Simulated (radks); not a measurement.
Radial electron density D(r) = 4 pi r^2 rho(r) of an atom or ion with 31 electrons. Method: Dirac Kohn-Sham, PBE, spin-unpolarised, spherical densities, point nucleus; computed with a radial shooting solver on a logarithmic mesh with Libxc functionals.

| r (bohr) | D(r) (e/bohr) |
|---|---|
| 0.002277 | 1.644 |
| 0.002608 | 2.094 |
| 0.002988 | 2.659 |
| 0.003424 | 3.364 |
| 0.003891 | 4.181 |
| 0.004458 | 5.245 |
| 0.005108 | 6.542 |
| 0.005852 | 8.111 |
| 0.006651 | 9.864 |
| 0.00762 | 12.05 |
| 0.00873 | 14.58 |
| 0.01 | 17.47 |
| 0.01137 | 20.47 |
| 0.01302 | 23.91 |
| 0.01492 | 27.51 |
| 0.01709 | 31.09 |
| 0.01943 | 34.26 |
| 0.02226 | 37.18 |
| 0.0255 | 39.39 |
| 0.02922 | 40.64 |
| 0.03347 | 40.79 |
| 0.03804 | 39.94 |
| 0.04359 | 38.19 |
| 0.04994 | 36.03 |
| 0.05721 | 34.09 |
| 0.06502 | 33.13 |
| 0.0745 | 33.59 |
| 0.08535 | 35.81 |
| 0.09778 | 39.45 |
| 0.1111 | 43.32 |
| 0.1273 | 46.61 |
| 0.1459 | 47.66 |
| 0.1671 | 45.65 |
| 0.1899 | 41.12 |
| 0.2176 | 34.75 |
| 0.2493 | 28.78 |
| 0.2856 | 25.13 |
| 0.3246 | 24.63 |
| 0.3719 | 26.62 |
| 0.4261 | 29.40 |
| 0.4882 | 30.83 |
| 0.5593 | 29.57 |
| 0.6357 | 25.91 |
| 0.7283 | 20.40 |
| 0.8344 | 14.67 |
| 0.956 | 9.865 |
| 1.087 | 6.656 |
| 1.245 | 4.554 |
| 1.426 | 3.380 |
| 1.634 | 2.668 |
| 1.857 | 2.129 |
| 2.128 | 1.571 |
| 2.438 | 1.041 |
| 2.793 | 0.6049 |
| 3.174 | 0.3179 |
| 3.636 | 0.1374 |
| 4.166 | 0.04963 |
| 4.773 | 0.01461 |
| 5.425 | 0.003745 |
| 6.215 | 0.0006875 |

What is the nuclear charge?

Answer. Z = 33. The innermost maximum, from 1s, lies near gamma/Z bohr with gamma = sqrt(1 - (Z/c)^2) = 0.971, here 0.0294 bohr (found: 0.0319), and its height grows with Z. The density is that of the arsenic ion As2+ in [Ar] 3d10 4s2 4p1; the configuration itself is not fixed sharply by these data, and Z only to about a unit. D(r) has 3 maxima, at r = 0.0319, 0.144, 0.492 bohr, and minima at 0.0671, 0.312 bohr, inside which lie 2.09, 11.00 electrons.
